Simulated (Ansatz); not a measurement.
Species: BAsH₃, charge 0, doublet. BAsH3 (SMILES [BH][AsH2], doublet).
B3LYP-D3(BJ)/def2-TZVP minimum from Ansatz (a program for electronic structure):
```xyz
5

B      1.0572    -1.2962     0.1199
As    -0.2287     0.1904    -0.0216
H      0.6577     1.2763    -0.6170
H     -0.1870     0.7023     1.4051
H      1.7913    -1.7812    -0.6761
```
Charge 0, spin multiplicity 2.

Atomisation energy term by term, kcal/mol (programs: Ansatz). Radicals and triplets start from unrestricted determinants; spin-orbit coupling is neglected. Correlated methods leave the cores frozen (noble-gas shells, and filled d and f shells in the p block). No relativity. CBS(X,Y): correlation extrapolated as X^-3, Hartree-Fock from the larger set. A bracket is a step between two methods taken in the basis named. Where a partner has so few electrons that a lower coupled-cluster level is exact, that level stands in.

```json
[
 {"term": "Hartree-Fock", "basis": "cc-pVQZ", "kcal/mol": "205.89"},
 {"term": "CCSD correlation", "basis": "CBS(cc-pVTZ,cc-pVQZ)", "kcal/mol": "73.06"},
 {"term": "(T)", "basis": "CBS(cc-pVTZ,cc-pVQZ)", "kcal/mol": "4.08"},
 {"term": "CCSDT(Q) - CCSD(T)", "basis": "cc-pVTZ", "kcal/mol": "0.47"},
 {"term": "CCSDTQ - CCSDT(Q)", "basis": "cc-pVDZ", "kcal/mol": "-0.01"},
 {"term": "sum: De", "basis": "", "kcal/mol": "283.5"}
]
```

The step beyond CCSD(T) by other levels: CCSDTQ in cc-pVDZ 0.54; CCSDT(Q) in cc-pVDZ 0.55 kcal/mol.
